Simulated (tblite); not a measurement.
Compound: C7H11F.
Numbering: `[CH3:1][C@@H:2]1[CH:3]=[CH:4][CH2:5][CH2:6][C@H:7]1[F:8]` (hydrogens: H9, H10, H11 on C1; H12 on C2; H13 on C3; H14 on C4; H15, H16 on C5; H17, H18 on C6; H19 on C7)

Computed with GFN2-xTB (tblite), gas phase: L-BFGS steps from a force-field or distance-geometry start until the largest atomic force falls under 0.01 eV/Å.

Step 5: E = -689.1425 eV
```
atom  x, y, z in Å  |  force x, y, z in eV/Å
C1      2.3360   -0.1081   -0.0140   -0.048   0.012  -0.018
C2      0.8828   -0.2461   -0.4762   -0.037  -0.100   0.018
C3      0.2777    1.0820   -0.8228    0.012  -0.018   0.019
C4     -0.9442    1.4540   -0.4835    0.033  -0.046   0.006
C5     -1.8930    0.5943    0.2893   -0.008  -0.036   0.013
C6     -1.4511   -0.8650    0.3209    0.065  -0.084  -0.009
C7      0.0456   -0.9638    0.5866    0.019   0.008   0.051
F8      0.4097   -2.3031    0.6108   -0.015   0.013   0.000
H9      2.9448    0.3421   -0.7929    0.001   0.027  -0.034
H10     2.7451   -1.0874    0.2195   -0.007  -0.030   0.008
H11     2.3955    0.5124    0.8767   -0.012   0.044   0.020
H12     0.8741   -0.8746   -1.3752   -0.003  -0.037  -0.050
H13     0.9052    1.7447   -1.4016    0.056  -0.010   0.031
H14    -1.3055    2.4337   -0.7538   -0.060   0.065  -0.027
H15    -1.9701    0.9834    1.3083    0.004   0.019   0.056
H16    -2.8880    0.6565   -0.1533   -0.058   0.049  -0.010
H17    -1.9923   -1.4106    1.0978    0.026   0.004  -0.026
H18    -1.6629   -1.3522   -0.6320    0.008   0.053  -0.071
H19     0.2809   -0.5830    1.5879    0.023   0.066   0.022
```

Step 6: E = -689.1444 eV
```
atom  x, y, z in Å  |  force x, y, z in eV/Å
C1      2.3342   -0.1070   -0.0146    0.001  -0.005  -0.002
C2      0.8816   -0.2490   -0.4754    0.002  -0.043  -0.014
C3      0.2774    1.0788   -0.8201    0.030   0.000  -0.013
C4     -0.9443    1.4508   -0.4832   -0.029   0.033   0.008
C5     -1.8946    0.5928    0.2898    0.006  -0.003   0.009
C6     -1.4491   -0.8657    0.3195    0.010  -0.028  -0.013
C7      0.0463   -0.9636    0.5867    0.006  -0.001   0.049
F8      0.4102   -2.3017    0.6122   -0.008  -0.031   0.014
H9      2.9438    0.3431   -0.7946   -0.025   0.010  -0.005
H10     2.7427   -1.0875    0.2189    0.000   0.001   0.009
H11     2.3940    0.5146    0.8770   -0.015   0.017  -0.019
H12     0.8725   -0.8757   -1.3749    0.001  -0.052  -0.060
H13     0.9082    1.7397   -1.3969    0.047   0.009   0.021
H14    -1.3081    2.4313   -0.7532   -0.026   0.028  -0.021
H15    -1.9682    0.9834    1.3096   -0.008   0.002   0.029
H16    -2.8900    0.6609   -0.1546   -0.015   0.015   0.024
H17    -1.9891   -1.4090    1.0971    0.000  -0.040  -0.024
H18    -1.6603   -1.3470   -0.6364    0.005   0.023  -0.052
H19     0.2829   -0.5799    1.5854    0.017   0.067   0.060
```

Question: Estimate the geometry and energy of step 7. (The exact step hangs on the optimiser's Hessian estimate; all steps are aligned on step 6, rigid shifts and turns removed.)

Answer: E = -689.1451 eV, largest force 0.076 eV/Å
```
atom  x, y, z in Å  |  force x, y, z in eV/Å
C1      2.3335   -0.1068   -0.0148    0.014  -0.012   0.001
C2      0.8811   -0.2510   -0.4753    0.014  -0.008  -0.028
C3      0.2776    1.0777   -0.8193    0.016   0.007  -0.019
C4     -0.9444    1.4501   -0.4830   -0.032   0.048   0.004
C5     -1.8951    0.5921    0.2903    0.010   0.016   0.007
C6     -1.4482   -0.8666    0.3188   -0.017   0.009  -0.012
C7      0.0467   -0.9636    0.5877    0.003  -0.006   0.031
F8      0.4102   -2.3017    0.6129   -0.005  -0.037   0.029
H9      2.9431    0.3437   -0.7953   -0.033   0.002   0.005
H10     2.7418   -1.0876    0.2189    0.006   0.013   0.010
H11     2.3932    0.5158    0.8768   -0.018   0.004  -0.034
H12     0.8719   -0.8771   -1.3759    0.001  -0.047  -0.041
H13     0.9103    1.7381   -1.3949    0.037   0.009   0.021
H14    -1.3097    2.4311   -0.7533   -0.007   0.003  -0.013
H15    -1.9677    0.9834    1.3106   -0.010  -0.010   0.008
H16    -2.8911    0.6628   -0.1546    0.009  -0.001   0.040
H17    -1.9879   -1.4092    1.0965   -0.010  -0.056  -0.027
H18    -1.6592   -1.3447   -0.6390    0.011   0.013  -0.035
H19     0.2839   -0.5775    1.5856    0.011   0.053   0.053
```

The energy changes by -0.0008 eV. The first-order estimate −F·Δx gives -0.0010 eV and the mean of the old and new forces, exact on a quadratic surface, -0.0008 eV. The step makes an angle of 49° with the force vector and moves no atom by more than 0.004 Å.

What follows is the cost of the whole relaxation. Hardware: Arm Neoverse N1, one thread, no GPU, shared host with 64 logical CPUs at a one-minute load of 61. Cost: 0.41 s of wall time.
